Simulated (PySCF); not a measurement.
Effect of structural changes

Computed, not measured: TDDFT CAM-B3LYP/aug-cc-pVDZ excited states, vertical, gas phase in PySCF. Geometry: PBE0-D3(BJ)/def2-SVP.

Each molecule in one low-energy conformer. The parent is c1cnc2nsnc2n1.

The calculation is non-relativistic, which matters for the atoms heavier than Zn.

(1) How does the largest two-photon cross section among the few lowest singlets (linear parallel light, single beam, Lorentzian half width 0.1 eV, states within 0.08 eV summed) change along this series?
- c1cnc2nsnc2n1 (base)
- C[Se]c1cnc2nsnc2n1 (H replaced by SeCH3)
- Clc1cnc2nsnc2n1 (H replaced by Cl)
- c1nnc2nsnc2n1 (CH replaced by N)
- Brc1cnc2nsnc2n1 (H replaced by Br)
- O=Cc1cnc2nsnc2n1 (H replaced by CHO)

## Answers

(1) 
```
          molecule  S1 (eV)  f(S1)  largest σ (GM)  at photon λ (nm)
     c1cnc2nsnc2n1     3.23  0.001             0.2               556
C[Se]c1cnc2nsnc2n1     3.38  0.002            20.8               482
   Clc1cnc2nsnc2n1     3.46  0.001             0.4               518
     c1nnc2nsnc2n1     2.27  0.002            14.4               542
   Brc1cnc2nsnc2n1     3.41  0.001             0.8               520
  O=Cc1cnc2nsnc2n1     2.99  0.000             0.4               578
```
The largest two-photon cross section among the few lowest singlets (linear parallel light, single beam, Lorentzian half width 0.1 eV, states within 0.08 eV summed) is lowest for c1cnc2nsnc2n1 and highest for C[Se]c1cnc2nsnc2n1.
